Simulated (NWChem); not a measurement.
Species: C$_{3}$H$_{5}$ cation

```xyz
8

C     -1.1916     0.0000     0.2073
C      0.0000     0.0000    -0.4986
C      1.1916     0.0000     0.2073
H     -2.1547     0.0000    -0.3009
H     -1.2062     0.0000     1.2964
H      0.0000     0.0000    -1.5852
H      2.1547     0.0000    -0.3009
H      1.2062     0.0000     1.2964
```
Atoms are numbered in this order, from 1.

Program: NWChem. All runs use the structure optimised with B3LYP/6-31G* (spherical d). Level: PBE0/def2-SVP with COSMO at NWChem's default radii, gas-phase geometry; rows give the dielectric constant. Reactions with the solvent are ignored.

| dielectric constant | electrostatic solvation energy (kcal/mol) |
|---|---|
| 2.4 | -37.6 |
| 7.6 | -55.9 |
| 20.7 | -61.3 |
| 25.0 | -61.9 |
| 78.4 | -63.6 |
